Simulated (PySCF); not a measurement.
SMILES C=C[CH2][In]([CH3])[CH3] (C5H11In) (GFN2-xTB optimised geometry):

```
17

In     0.934     0.029     0.000
C     -0.191     2.033     0.000
C     -1.590     1.785    -0.352
C     -2.571     1.589     0.525
H      0.321     2.677    -0.717
H     -0.078     2.433     1.009
H     -1.813     1.741    -1.414
H     -2.390     1.632     1.588
H     -3.585     1.402     0.214
C     -0.262    -1.875     0.012
H     -1.185    -1.724     0.568
H      0.313    -2.677     0.472
H     -0.511    -2.158    -1.010
C      3.197     0.029     0.000
H      3.556    -0.624     0.794
H      3.585     1.035     0.159
H      3.565    -0.348    -0.954
```

Calculation: PBE0/def2-SVP, def2 effective core potentials past Kr (PySCF).

Question: What are the frontier orbital energies and the dipole moment?

Answer: HOMO-2 -8.31 eV, HOMO-1 -7.01 eV, HOMO -5.88 eV, LUMO -1.12 eV, LUMO+1 -0.16 eV; dipole moment 1.03 D.

On the same geometry PBE/def2-SVP, def2 effective core potentials past Kr (PySCF) gives HOMO-2 -7.04 eV, HOMO-1 -5.87 eV, HOMO -4.87 eV, LUMO -1.84 eV, LUMO+1 -1.02 eV; dipole moment 1.05 D.
